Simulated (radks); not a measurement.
Results of a calculation; reference values are marked as such.
Question: Si3+, 11 electrons, occupied as [Ne] 3s1. Code: a radial shooting solver on a logarithmic mesh with Libxc functionals. Model: non-relativistic Kohn-Sham, PBE, spin-polarised, spherical densities, point nucleus; open shells are filled with parallel spins first. Some entries of the table are withheld. Estimate them.

| orbital | occ. | eigenvalue (hartree) | <1/r> (bohr^-1) |
|---|---|---|---|
| 1s up | 1 | -66.84124 | 13.57 |
| 1s down | 1 | -66.83475 | 13.57 |
| 2s up | 1 | -6.44157 | 2.574 |
| 2s down | 1 | -6.42953 | 2.576 |
| 2p up | 3 | -4.85497 | 2.466 |
| 2p down | 3 | -4.84303 | 2.469 |
| 3s up | 1 | -1.48161 | 0.7439 |
| 3p up | 0 | (1) | 0.6619 |

Answer: 
(1) 3p up eigenvalue (hartree): -1.16267
